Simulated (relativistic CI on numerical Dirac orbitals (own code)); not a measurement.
## Tm³⁺: M4,5 absorption edge

Computed with this model: Dirac-Coulomb-Breit CI, orbitals from a KLI potential per configuration, model QED (radiative potential, 1s self-energy scaled to tabulated hydrogen-like ionisation energies), valence Slater integrals scaled by 0.8, multiplet model of core-to-valence dipole absorption; configurations [Xe] 4f12 → [Ar] 3d9 4s2 4p6 4d10 4f13 5s2 5p6; 10 K; Lorentzian 0.9 eV and Gaussian 0.4 eV FWHM. Energies are those of the free ion, without screening or charge transfer. The branching ratio is the share of the lower-energy edge in the whole absorption, uncertain by about 0.02 where the edges overlap. S is read from ⟨S²⟩ = S(S + 1).

free ion: ground-state S = 0.99, centroid 1466.30 eV, branching ratio 0.965. Peaks (eV, height): 1462.9 (33), 1464.9 (100), 1467.3 (17).

The statistical ratio of this edge is 3/5 = 0.600. Values above it arise where the holes sit mainly in the j = l + 1/2 valence subshell or the ground state has high spin; values below it where core-valence Coulomb terms move weight to the upper edge, as in nearly empty shells.

Strongest unbroadened transitions for free ion:

| Energy (eV) | Relative strength |
| --- | --- |
| 1462.89 | 28.3 |
| 1464.91 | 100.0 |
| 1467.33 | 12.9 |
| 1510.01 | 5.1 |
